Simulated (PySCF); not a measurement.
C3H10OSi2, SMILES C=C[C@H]([SiH3])[SiH2]O.

Geometry optimised at PBE-D3(BJ)/def2-SVP. The structure was generated by enumeration; whether it is a known compound was not checked. One conformer was computed; it need not be the lowest.

Two levels are set side by side: PBE/def2-TZVP (PySCF) and CAM-B3LYP/def2-TZVP (PySCF). Same geometry, gas phase. Differences are taken from unrounded values.

```
quantity                       PBE
---------------------------  -----
orbital gap (eV)              4.70
highest occupied level (eV)  -6.01
lowest empty level (eV)      -1.31
dipole moment (D)             1.26
mean polarisability (bohr³)   98.3
```

**Question.** These are the PBE values. What does CAM-B3LYP give? (Estimate from the structure and the level; the computed values follow.)

**Answer.** 
```json
[
 {"quantity": "orbital gap (eV)", "CAM-B3LYP": "8.98", "PBE minus CAM-B3LYP": "-4.28"},
 {"quantity": "highest occupied level (eV)", "CAM-B3LYP": "-8.36", "PBE minus CAM-B3LYP": "2.35"},
 {"quantity": "lowest empty level (eV)", "CAM-B3LYP": "0.62", "PBE minus CAM-B3LYP": "-1.94"},
 {"quantity": "dipole moment (D)", "CAM-B3LYP": "1.36", "PBE minus CAM-B3LYP": "-0.10"},
 {"quantity": "mean polarisability (bohr³)", "CAM-B3LYP": "93.3", "PBE minus CAM-B3LYP": "5.0"}
]
```

Without exact exchange PBE keeps part of each electron's self-repulsion, which lifts occupied levels and narrows the gap. Loosely held outer electrons make PBE densities more polarisable. Differences between two approximate levels are no errors against the true value.

Rough cost on one machine, each run with all the roots and properties that it gave: CAM-B3LYP against PBE within a factor of 2.
